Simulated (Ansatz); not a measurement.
ClTl, charge +1, doublet, at the geometry of the source list (a state made from the parent by changing its charge; the spin is typed, not shown lowest) (core potentials on Tl), atoms displaced at random by about 0.03 Å a coordinate; R2SCAN/def2-SVP, gradient (Ansatz, a quantum-chemistry and plane-wave program).

Here is a job for Ansatz.
Ansatz 0.2 input:
```yaml
crystal:
  periodic: [false, false, false]
  atoms:
    - {symbol: Tl, position_ang: [-0.78319833, -0.77037284, -0.75335240]}
    - {symbol: Cl, position_ang: [0.81370496, 0.73825730, 0.74002744]}
basis:
  gaussian:
    orbitals: def2-SVP
hamiltonian:
  xc: r2scan
total_charge: 1
magnetization: {spin_polarized: true, initial_magnetization: 1}
output: {forces: true}
```

Problem. Predict the main parts of the log of this Ansatz run.

Solution. 
```
Functional definition: r2SCAN
487 factors; their error is unknown
mean field evaluation 1: about -17197.0731 eV, gradient 3.3e1 eV
mean field evaluation 2: about -17038.6343 eV, gradient 9.7e1 eV
mean field evaluation 4: about -17206.6590 eV, gradient 4.9e0 eV
mean field evaluation 8: about -17206.8792 eV, gradient 3.9e-2 eV
mean field evaluation 16: about -17206.8642 eV, gradient 8.8e-5 eV
mean field evaluation 32: about -17206.6859 eV, gradient 4.4e-1 eV
mean field -17206.86416757 eV, -632.3405949269 hartree, gradient 2.4e-9 eV, S^2 0.757646; 4 other end points of the search recorded, 0 dependent functions left out
the calculation of the forces begins
reference -17206.86418256 eV, -632.3405954777 hartree; 19, 18 occupied and 25, 26 virtual orbitals, 487 factors
Total energy: -17206.86418256 eV, -632.3405954777 hartree
Atom 0 at    -0.783198    -0.770373    -0.753352 Å, force     0.061924     0.058501     0.057910 eV/Å
Atom 1 at     0.813705     0.738257     0.740027 Å, force    -0.061924    -0.058501    -0.057910 eV/Å
Dipole moment:    -0.201537    -0.190396    -0.188472 e Å
```
